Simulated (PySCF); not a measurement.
cyclopentadiene (C5H6), SMILES C1=CCC=C1. Geometry: PBE0-D3(BJ)/def2-SVP. Other conformers were not sampled.

Calculation: PBE0-D3(BJ)/def2-SVP (PySCF).

Harmonic wavenumbers (cm⁻¹): 334, 528, 682, 719, 811, 812, 903, 948, 968, 972, 978, 1037, 1098, 1105, 1123, 1262, 1330, 1365, 1416, 1593, 1673, 3048, 3089, 3225, 3235, 3253, 3259. Rotational constants (GHz): 8.467, 8.257, 4.291; symmetry number 1.

Work out the zero-point energy and the ideal-gas rigid-rotor harmonic-oscillator thermochemistry at 298.15 K and 1 atm.

ZPE = ½ Σ hcν = ½ × 40766 cm⁻¹ = 243.83 kJ/mol. H − E(el) = 257.24 kJ/mol. Entropy in J/(mol K): translation 161.02, rotation 102.45, vibration 15.79, total 279.26. G − E(el) = 173.98 kJ/mol. Cp = 73.62 J/(mol K).
